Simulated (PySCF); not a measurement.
Some computed properties have been withheld. Give your best values.

Species: [AlF4]- (charge -1).
SMILES: `[F][Al-]([F])([F])[F]`

```json
{"property": "point group", "level": "PBE0-D3(BJ)/def2-SVP", "value": "?"}
{"property": "rotational constants A, B, C", "level": "PBE0-D3(BJ)/def2-SVP", "value": "3.468, 3.467, 3.461 GHz"}
{"property": "HOMO energy", "level": "B3LYP/pcSseg-1 (pcSseg-2 on Al)", "value": "?"}
{"property": "LUMO energy", "level": "B3LYP/pcSseg-1 (pcSseg-2 on Al)", "value": "?"}
{"property": "isotropic shieldings of nuclei other than C and H, by class", "level": "GIAO B3LYP/pcSseg-1 (pcSseg-2 on Al)", "value": "?"}
```

Electronic properties: PySCF, gas phase, density fitting. Isolated species at its PBE0-D3(BJ)/def2-SVP geometry, gas phase. No diffuse functions stand in pcSseg-1 (pcSseg-2 on Al), which bears on an anion's orbital energies.

The isotropic shieldings of nuclei other than C and H, by class?

378 (4 F), 511 (1 Al) ppm.

What is the HOMO energy?

-4.65 eV.

What is the LUMO energy?

5.93 eV.

Give the point group.

Td.

The rotational constants are those of a spherical top; the small spread among constants that symmetry makes equal is optimisation noise. With B = h/(8π²I), that is 505.379 GHz u Å² over I, the principal moments of inertia are 145.7, 145.8 and 146.0 u Å² (most abundant isotopes); the inertial defect Ic − Ia − Ib is -145.5 u Å² (zero for a rigid planar frame, negative otherwise).
